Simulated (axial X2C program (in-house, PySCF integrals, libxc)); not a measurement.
MoCl⁻: from the spin-free to the two-component result

Computed with an in-house relativistic program for diatomic molecules. Spin-free means the one-electron spin-free X2C Hamiltonian; two-component (2c) means X2C with spin–orbit coupling and atomic mean-field two-electron Coulomb and Gaunt terms, so the difference of the two also holds small scalar two-electron terms. Basis: Mo dyall-acv3z [12s13p10d5f3g], Cl dyall-av3z [9s8p3d2f] (cores contracted in-house); Gaussian nuclei, density fitting, unrestricted open shells. Masses: Mo 97.905 u, Cl 34.969 u.

Spin-free state: M_S = 3, Λ = 0 (beyond evenly filled blocks: 2 × σα, π+α, π-α, δ+α, δ-α); fragments Mo + Cl-.

| level | Re (Å) | ωe (cm⁻¹) | De (eV) | μ (D) |
| --- | --- | --- | --- | --- |
| PBE0 | 2.503 | 233.3 | 1.331 | 0.56 |
| HF | 2.644 | 200.7 | 1.057 | -0.48 |
| MP2 | 2.529 | 234.4 | 1.387 | n/a |
| CCSD | 2.548 | 228.4 | 1.379 | n/a |
| CCSD(T) | 2.541 | 230.9 | 1.387 | n/a |
| r2SCAN | 2.512 | 230.3 | 1.371 | 0.62 |

Correlated methods: 14 electrons correlated (number of frozen shells: Mo 4 s, 3 p, 1 d; Cl 2 s, 1 p), 308 virtual spin orbitals or spinors in MP2, 90 natural virtuals in coupled cluster.

Dipoles are positive if Cl is the positive end and refer to the centre of mass.

Two-component determinant lowest at the distance of the search:

Ω = 3 (⟨Sz⟩ = 3.00, ⟨Lz⟩ = 0.00 at HF); fragments Mo + Cl-.

```
  level  Re (Å)  ωe (cm⁻¹)  De (eV)  μ (D)
   PBE0   2.504      233.0    1.330   0.55
     HF   2.645      200.4    1.055  -0.49
    MP2   2.530      234.1    1.385    n/a
   CCSD   2.549      228.0    1.377    n/a
CCSD(T)   2.542      230.5    1.385    n/a
 r2SCAN   2.513      230.0    1.369   0.61
```

**Question.** From the two tables, how do the constants change at the CCSD(T) level (2c against spin-free)?

**Answer.** At the CCSD(T) level Re rises by 0.001 Å and ωe drops by 0.4 cm⁻¹; De changes by -0.002 eV.

The state is a single determinant with fixed occupations, the lowest that a limited PBE0 search found. De is counted from the lowest determinant-based energies of the atoms at the same level, without counterpoise correction. Density functionals use the spin component along the axis (collinear). CCSD and (T) use frozen natural virtuals with an MP2 correction for the truncation; (T) itself is uncorrected, so its De runs slightly low. PBE0 can misorder states that lie within some tenths of an eV, so this need not be the ground state of the molecule. The nearest other spin-free determinant of the search, M_S = 2, Λ = 0, lies 0.45 eV up at the distance of the search. With several unpaired electrons one determinant need not be a pure state. Open-shell Ω = 0 determinants with evenly filled partner blocks cannot be reached by this program, so the Ω shown need not be the lowest component. The highest occupied level of some functionals is positive through self-interaction error; at Hartree–Fock it is bound. With the outer-core shells frozen, correlated bond lengths of heavy atoms tend to come out a few hundredths of an ångström too long. Hartree–Fock gets electron affinities wrong, so its lowest charge split need not be the true one.
